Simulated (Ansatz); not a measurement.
WOF3, SMILES [O]=[W+]([F])([F])[F], charge +1, multiplicity 1.

Geometry: B3LYP-D3(BJ)/def2-SVP. The spin state was assumed, not searched. The isomer is the one that the SMILES or the coordinates give; other isomers of the formula were not compared. The def2 effective core potentials stand for the cores of W; spin–orbit coupling is left out.

Two levels are set side by side: PBE/def2-SVPD (Ansatz, an electronic-structure program) and CAM-B3LYP/def2-SVPD (Ansatz). Energy differences of separate SCF runs at the same geometry; the states with an electron removed or added have multiplicity 2 and 2. Differences are taken from unrounded values.

```
quantity                             PBE
---------------------------------  -----
vertical ionisation energy (eV)    20.35
vertical electron affinity (eV)     7.27
vertical singlet–triplet gap (eV)   5.45
```

Question: These are the PBE values. What does CAM-B3LYP give? (An estimate is asked for; the answer gives what the named calculation found.)

Answer: 
| quantity | CAM-B3LYP | PBE minus CAM-B3LYP |
|---|---|---|
| vertical ionisation energy (eV) | 20.93 | -0.58 |
| vertical electron affinity (eV) | 8.03 | -0.76 |
| vertical singlet–triplet gap (eV) | 5.06 | 0.39 |
